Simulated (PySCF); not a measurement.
# Two-component Hartree-Fock for Se³⁺ (selenium, charge +3)

Start: [Ar] 3d10 4s2 4p1; 4p1/2 filled at m_j = +1/2. Calculated with PySCF 2.14 in x2c-TZVPall-2c: generalised Hartree-Fock with the X2C-1e Hamiltonian and a Gaussian nucleus; one run each with spin-orbit coupling (SO) switched off, then screened by Boettger's factors.

```
spinor shell  electrons  ε, spin-free (eV)  ε, screened SO (eV)  weight of nominal j (screened SO)  rms radius, screened SO (bohr)
       1s1/2          2           -12774.8             -12774.4                              1.000                          0.0508
       2s1/2          2            -1733.2              -1733.0                              1.000                           0.212
       2p1/2          2            -1523.8              -1552.4                              1.000                           0.187
       2p3/2          4            -1523.8              -1509.9                              1.000                           0.190
       3s1/2          2            -287.18              -287.06                              1.000                           0.612
       3p1/2          2            -219.17              -223.54                              1.000                           0.628
       3p3/2          4            -219.17              -216.93                              1.000                           0.639
       3d3/2          4            -106.94              -107.46                              0.998                           0.689
       4s1/2          2            -53.983              -53.929                              0.998                            1.78
       4p1/2          1            -42.348              -42.701                              0.988                            2.01
```

(1) Where does 3d5/2 lie, and what is the 3d spin-orbit splitting (screened SO)?

```csv
quantity,spin-free,screened SO
E (hartree),-2425.78851,-2425.91663
M_J,1/2,1/2
⟨J²⟩,1.058,0.797
⟨L²⟩,2.031,2.032
⟨S²⟩,0.760,0.762
```

Each row is a mean over spinors that exchange with the open shell spreads, by up to 0.873 eV (3p1/2).

Without spin-orbit coupling the j labels of p, d and f shells carry no meaning; the spin-free column gives the mean over the occupied spinors of each nl shell, and its ⟨J²⟩ belongs to a mixture of degenerate components.

## Answers

(1) At -106.42 eV, 1.040 eV above 3d3/2.
